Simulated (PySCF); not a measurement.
Chlorine: a sound run and one with changed settings

Sound run: Cl⁺ [Ne] 3s2 3p4, Cl²⁺ [Ne] 3s2 3p3. All numbers are calculated (PySCF 2.14, no relativity, point nucleus, in 6-31G* (4s3p1d, 18 functions)). The sound run starts from symmetry-adapted Hartree-Fock orbitals and uses a fine grid where one is needed.

Changed run: initial guess 1e, at most 5 SCF cycles. This setting is unsound on purpose.

```csv
species,method,sound run (hartree),changed run (hartree),converged
Cl⁺,UHF,-459.01354,-459.01354,no
Cl⁺,BP86,-459.67533,-459.67533,no
Cl⁺,B3LYP,-459.65387,-459.65387,no
Cl²⁺,UHF,-458.18678,-458.18678,no
Cl²⁺,BP86,-458.79417,-458.79417,yes
Cl²⁺,B3LYP,-458.77320,-458.77320,yes
```

The SCF was stopped early; the energies are upper bounds that still move, and correlated levels were skipped or rest on poor orbitals.
